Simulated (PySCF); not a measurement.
boroxine cation (B₃H₃O₃), SMILES B1OBOBO1 (connectivity only; charge and spin as stated), charge +1, multiplicity 2. Atoms are numbered in the order given.

```xyz
9

B      0.0000     0.0000     1.5167
O      0.0000     1.0950     0.6597
B      0.0000     1.1716    -0.7040
O      0.0000     0.0000    -1.4142
B      0.0000    -1.1716    -0.7040
O      0.0000    -1.0950     0.6597
H      0.0000     0.0000     2.7002
H      0.0000     2.2615    -1.2429
H      0.0000    -2.2615    -1.2429
```
Charge +1, spin multiplicity 2.

The structure is a stationary point at B3LYP-D3(BJ)/def2-SVP. The spin state was assumed, not searched.

Level of theory: PBE0/def2-TZVP (PySCF).

ESP charges are fitted to the potential on shells at 1.4 to 2.0 van der Waals radii. Atomic charges (e):

| atom | meta-Löwdin | Löwdin | ESP fit | Mulliken spin |
|---|---|---|---|---|
| B1 | 0.47 | -0.35 | 0.70 | -0.04 |
| O2 | -0.20 | 0.64 | -0.35 | 0.39 |
| B3 | 0.45 | -0.43 | 0.75 | 0.00 |
| O4 | -0.33 | 0.55 | -0.52 | 0.07 |
| B5 | 0.45 | -0.43 | 0.75 | 0.00 |
| O6 | -0.20 | 0.64 | -0.35 | 0.39 |
| H7 | 0.09 | 0.10 | -0.01 | 0.00 |
| H8 | 0.13 | 0.15 | 0.02 | 0.09 |
| H9 | 0.13 | 0.15 | 0.02 | 0.09 |

Computed Mayer and Wiberg (Löwdin basis) orders of the bonds:
| bond | Mayer | Wiberg |
|---|---|---|
| B1–O2 | 1.11 | 1.57 |
| O2–B3 | 1.17 | 1.64 |
| B3–O4 | 1.21 | 1.68 |
| O4–B5 | 1.21 | 1.68 |
| B1–O6 | 1.11 | 1.57 |
| B5–O6 | 1.17 | 1.64 |
| B1–H7 | 0.96 | 0.90 |
| B3–H8 | 0.86 | 0.79 |
| B5–H9 | 0.86 | 0.79 |
